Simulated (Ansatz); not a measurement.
One geometry of C$_{3}$H$_{11}$NSn, SMILES `CC(C)[NH][SnH3]`, several functionals.

```yaml
crystal:
  periodic: [false, false, false]
  atoms:
    - {symbol: C, position_ang: [0.415055, 0.468665, -1.437688]}
    - {symbol: C, position_ang: [0.488093, -0.368993, -0.165559]}
    - {symbol: C, position_ang: [1.932142, -0.569329, 0.268357]}
    - {symbol: N, position_ang: [-0.278437, 0.174934, 0.947155]}
    - {symbol: Sn, position_ang: [-2.303313, 0.109934, 0.923426]}
    - {symbol: H, position_ang: [0.835023, 1.464080, -1.260019]}
    - {symbol: H, position_ang: [-0.618265, 0.597272, -1.770496]}
    - {symbol: H, position_ang: [0.977455, 0.008087, -2.254819]}
    - {symbol: H, position_ang: [0.065433, -1.358581, -0.386060]}
    - {symbol: H, position_ang: [2.392380, 0.394932, 0.509286]}
    - {symbol: H, position_ang: [2.525775, -1.031613, -0.524486]}
    - {symbol: H, position_ang: [1.980222, -1.198572, 1.158243]}
    - {symbol: H, position_ang: [0.088916, 1.077203, 1.226013]}
    - {symbol: H, position_ang: [-2.696592, -1.541570, 0.755356]}
    - {symbol: H, position_ang: [-3.018793, 0.996089, -0.363151]}
    - {symbol: H, position_ang: [-2.807995, 0.754866, 2.418643]}
basis:
  gaussian: {orbitals: def2-TZVPP}
hamiltonian: {xc: {name: B97M-V}}
output: {orbitals: {seedname: orbitals}}
```

```sh
$ ansatz run in.yaml --threads 4 --pin off --events-out ev --progress --plain --max-ram 11315MiB
```

Output, abridged:

```
Functional definition: B97M-V
1732 factors; their error is unknown
mean field evaluation 1: about -10597.8507 eV, gradient 8.2e1 eV
mean field evaluation 2: about -10508.9620 eV, gradient 1.7e2 eV
mean field evaluation 4: about -10613.1612 eV, gradient 1.1e1 eV
mean field evaluation 8: about -10613.4923 eV, gradient 1.4e-1 eV
mean field evaluation 16: about -10613.4505 eV, gradient 1.1e-3 eV
mean field -10613.45050105 eV, -390.0371118584 hartree, gradient 3.4e-5 eV, S^2 0.000000; 0 other end points of the search recorded, 0 dependent functions left out
reference -10613.45058786 eV, -390.0371150485 hartree; 29, 29 occupied and 299, 299 virtual orbitals, 1732 factors
Total energy: -10613.45058786 eV, -390.0371150485 hartree
```

It took 19 s on 4 threads of an Arm Neoverse V1 on a shared host, with 0.63 GiB of host memory at the peak.

The same input with `hamiltonian: {xc: {name: r2SCANh}, dispersion: d4}` (abridged; 12 s):

```
Functional definition: r2SCANh
mean field evaluation 16: about -10612.1021 eV, gradient 5.5e-4 eV
mean field -10612.10208512 eV, -389.9875584869 hartree, gradient 1.1e-5 eV, S^2 0.000000
Total energy: -10612.19879432 eV, -389.9911124847 hartree
```

Changing it to `hamiltonian: {xc: r2scan, dispersion: d4}` and forces (abridged; 9 s):

```
Functional definition: r2SCAN
mean field evaluation 16: about -10612.5876 eV, gradient 1.4e-2 eV
mean field -10612.58757710 eV, -390.0053999880 hartree, gradient 4.3e-5 eV, S^2 0.000000
Total energy: -10612.67906259 eV, -390.0087620179 hartree
Atom 0 force    -0.007319     0.078294    -0.135490 eV/Å
Atom 1 force     0.006866    -0.133428    -0.120302 eV/Å
Atom 2 force     0.146110    -0.026652     0.052940 eV/Å
Atom 3 force    -0.016641    -0.004716     0.204061 eV/Å
Atom 4 force    -0.146081     0.008154    -0.002775 eV/Å
Atom 5 force    -0.002444    -0.008711     0.005948 eV/Å
Atom 6 force     0.016603    -0.002435     0.006390 eV/Å
Atom 7 force    -0.003458     0.007752     0.002260 eV/Å
Atom 8 force    -0.018426    -0.008723     0.004903 eV/Å
Atom 9 force    -0.011205    -0.006132    -0.003125 eV/Å
Atom 10 force    -0.010255     0.010237     0.010570 eV/Å
Atom 11 force     0.005967     0.011796    -0.013702 eV/Å
Atom 12 force     0.021384     0.066205     0.003369 eV/Å
Atom 13 force     0.016869     0.012477     0.001344 eV/Å
Atom 14 force    -0.014147     0.002938    -0.005183 eV/Å
Atom 15 force     0.016176    -0.007056    -0.011209 eV/Å
Dipole moment:     0.060505     0.090759    -0.099296 e Å
```

With the line `hamiltonian: {xc: {name: r2SCAN0}, dispersion: d4}` (abridged; 12 s):

```
Functional definition: r2SCAN0
mean field evaluation 16: about -10611.4110 eV, gradient 2.5e-4 eV
mean field -10611.41102328 eV, -389.9621624329 hartree, gradient 1.8e-5 eV, S^2 0.000000
Total energy: -10611.51742862 eV, -389.9660727571 hartree
```

Changing it to `hamiltonian: {xc: {name: wB97M-V}}` and forces (abridged; 27 s):

```
Functional definition: wB97M-V
mean field evaluation 16: about -10609.2156 eV, gradient 2.2e-4 eV
mean field -10609.21556774 eV, -389.8814809298 hartree, gradient 7.7e-5 eV, S^2 0.000000
Total energy: -10609.21563764 eV, -389.8814834985 hartree
Atom 0 force    -0.009636     0.100374    -0.144584 eV/Å
Atom 1 force     0.003826    -0.228074    -0.100926 eV/Å
Atom 2 force     0.178076    -0.035575     0.034991 eV/Å
Atom 3 force    -0.141729     0.158167     0.129027 eV/Å
Atom 4 force    -0.104237    -0.018927     0.009367 eV/Å
Atom 5 force    -0.024993    -0.059525     0.000966 eV/Å
Atom 6 force     0.061736    -0.007348     0.021635 eV/Å
Atom 7 force    -0.039851     0.027872     0.065591 eV/Å
Atom 8 force     0.026427     0.068670     0.015050 eV/Å
Atom 9 force    -0.039497    -0.052626    -0.014695 eV/Å
Atom 10 force    -0.040194     0.032119     0.053876 eV/Å
Atom 11 force    -0.005338     0.046779    -0.065047 eV/Å
Atom 12 force     0.011703    -0.032752    -0.000783 eV/Å
Atom 13 force     0.025837     0.105343     0.009082 eV/Å
Atom 14 force     0.063860    -0.060612     0.089643 eV/Å
Atom 15 force     0.034010    -0.043885    -0.103194 eV/Å
Dipole moment:     0.031812     0.098407    -0.103838 e Å
```

The same input with `hamiltonian: {xc: {name: wB97X-V}}` (abridged; 18 s):

```
Functional definition: wB97X-V
mean field evaluation 16: about -10611.6221 eV, gradient 2.7e-4 eV
mean field -10611.62209249 eV, -389.9699190832 hartree, gradient 3.1e-5 eV, S^2 0.000000
Total energy: -10611.62208964 eV, -389.9699189785 hartree
```
